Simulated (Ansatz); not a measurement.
Reaction (redistribution): `F[SiH2]S[SiH2]Cl` + `[SH][GaH2]` → `F[SiH2][GaH2]` + `SS[SiH2]Cl`

Calculated with Ansatz (gas phase, PBE0-D4/def2-TZVP geometries, no zero-point term in ΔE). CCSD(T)/CBS adds triple-zeta CCSD(T) − MP2 to the extrapolated MP2 energy (def2 sets, frozen cores). DFT in def2-TZVPP. B3LYP here is the variant with VWN-RPA as its local correlation; programs differ in this. For Ga outer-core shells are correlated without core-valence functions, which leaves a few kJ/mol of doubt a bond. Scalar relativity is left out up to krypton. One conformer a species, not always the lowest.

```
             level  ΔE (kJ/mol)  difference from CCSD(T)/CBS
            PBE-D4        196.0                        -19.1
         r2SCAN-D4        215.2                          0.1
           PBE0-D4        205.7                         -9.4
          B3LYP-D4        203.0                        -12.1
           ωB97X-V        210.5                         -4.6
           ωB97M-V        212.4                         -2.7
            B2PLYP        212.8                         -2.3
               PBE        195.2                        -19.9
            r2SCAN        214.9                         -0.2
              PBE0        205.0                        -10.1
             B3LYP        201.8                        -13.3
     HF/def2-TZVPP        222.5                          7.4
    MP2/def2-TZVPP        229.5                         14.4
SCS-MP2/def2-TZVPP        222.1                          7.0
   CCSD/def2-TZVPP        217.4                          2.3
CCSD(T)/def2-TZVPP        217.7                          2.6
     HF/def2-QZVPP        221.5                          6.4
    MP2/def2-QZVPP        227.7                         12.6
SCS-MP2/def2-QZVPP        221.2                          6.1
      HF/CBS(def2)        221.4                          6.3
     MP2/CBS(def2)        226.9                         11.8
    CCSD/CBS(def2)        214.8                         -0.3
       CCSD(T)/CBS        215.1                            0
```

Largest T1 diagnostic among the species: 0.013.

From PBE to PBE0 (25 % exact exchange), in def2-TZVPP and without D4, ΔE moves by +9.8 kJ/mol.
